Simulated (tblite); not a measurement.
Species: C₇H₁₃PS.
Numbering: `[CH2:1]=[CH:2][P:3]1(=[S:4])[CH2:5][CH2:6][CH2:7][CH2:8][CH2:9]1` (hydrogens: H10, H11 on C1; H12 on C2; H13, H14 on C5; H15, H16 on C6; H17, H18 on C7; H19, H20 on C8; H21, H22 on C9)

Geometry (GFN2-xTB, Å), atoms numbered from 1 in this order:
```xyz
22
C7H13PS angstrom
C      3.5446    0.0262   -0.1255
C      2.3776   -0.0602    0.4891
P      0.8306    0.0643   -0.4596
S      1.0204    0.3225   -2.3692
C     -0.1318   -1.4304    0.0371
C     -1.5782   -1.2286   -0.4012
C     -2.2319   -0.0454    0.3100
C     -1.5806    1.2848   -0.0634
C     -0.1371    1.3668    0.4203
H      3.5812    0.1695   -1.1957
H      4.4862   -0.0399    0.3950
H      2.2877   -0.2041    1.5581
H     -0.0612   -1.5755    1.1179
H      0.3092   -2.2957   -0.4657
H     -2.1500   -2.1382   -0.2004
H     -1.5963   -1.0526   -1.4808
H     -3.2885   -0.0100    0.0369
H     -2.1735   -0.1900    1.3928
H     -2.1572    2.1084    0.3654
H     -1.5918    1.3979   -1.1517
H     -0.0713    1.2111    1.5000
H      0.3013    2.3383    0.1754
```

All values are computed: GFN2-xTB (tblite) harmonic vibrations without scaling, gas phase. This tight-binding method is rough: wavenumbers can miss measured ones by several per cent, in bad cases by 10 to 20. One conformer, not necessarily the lowest.

Harmonic wavenumbers (cm⁻¹): 63.4, 89.1, 135.6, 149.0, 195.8, 216.0, 248.2, 292.2, 350.9, 369.6, 393.8, 496.5, 531.7, 585.6, 691.3, 710.4, 769.0, 784.2, 841.9, 869.2, 887.8, 903.1, 929.8, 964.2, 973.2, 1004.6, 1012.0, 1032.6, 1073.3, 1122.7, 1142.9, 1171.3, 1205.8, 1218.6, 1234.4, 1259.9, 1272.9, 1337.1, 1349.2, 1353.0, 1374.5, 1418.2, 1423.9, 1472.3, 1481.2, 1493.3, 1656.4, 2939.8, 2945.0, 2948.1, 2948.6, 2950.5, 2955.4, 2963.5, 2970.0, 2970.8, 2987.4, 3031.7, 3070.7, 3109.1.

A = 1847, B = 897.8, C = 829.8 MHz; mass 160.048 u (most abundant isotopes); point group Cs, symmetry number 1.

Task: What is the zero-point energy?

Result: ½Σν̃ = 40171 cm⁻¹ = 114.86 kcal/mol.

Task: What is S at 500 K and 1 bar for an ideal gas of classical rigid rotors and harmonic oscillators?

Result: Translation 43.71, rotation 31.38, vibration 51.61: S = 126.7 cal/(mol K).

Task: And Cp and H(500 K) − H(0)?

Result: Cp = 63.81 cal/(mol K), of which vibrations give 55.86 (their classical limit is 60 R = 119.2); H(500 K) − H(0) = 17.87 kcal/mol without the zero-point energy, 13.90 from vibrations.

Task: Which modes carry the vibrational entropy at 500 K?

Result: 63.4 cm⁻¹: 5.37; 89.1 cm⁻¹: 4.70; 135.6 cm⁻¹: 3.87; 149.0 cm⁻¹: 3.69; 195.8 cm⁻¹: 3.15; 216.0 cm⁻¹: 2.96 cal/(mol K); the other 54 give 27.87 together.

Task: Blend soft modes into free rotors: weight 1/[1 + (100 cm⁻¹/ν̃)⁴] for the oscillator and the rest for a rotor with moment μB/(μ + B), μ = h/(8π²ν), B = 10⁻⁴⁴ kg m². What vibrational entropy results?

Result: 49.18 cal/(mol K) in place of 51.61, which changes −T·S at 500 K by +1.21 kcal/mol.

Hindered rotation and anharmonicity are outside this model. Other conformers, if any are populated, would add a mixing term that is left out.
